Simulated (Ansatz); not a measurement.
Job for Ansatz (a first-principles code): U-PBE0/def2-TZVPP on TeS, 2S+1 = 3, a spin state set in the input, which need not be the lowest. Elements past Kr take the def2 small-core potentials; no spin–orbit coupling.

Ansatz 0.2 input:
```yaml
crystal:
  periodic: [false, false, false]
  atoms:
    - {symbol: S, position_ang: [0.00000000, 0.00000000, 0.00000000]}
    - {symbol: Te, position_ang: [0.00000000, 0.00000000, 2.30800000]}
basis:
  gaussian:
    orbitals: def2-TZVPP
hamiltonian:
  xc: {name: PBE0}
magnetization: {spin_polarized: true, initial_magnetization: 2}
relax: {f_tol: 0.002, max_steps: 120}
```

Q: Give the final energy of this run.

A: -666.1041 hartree.

Q: How many basis functions does it have, and what does it roughly cost on one machine?

A: 92 functions; very roughly 14 core-seconds.
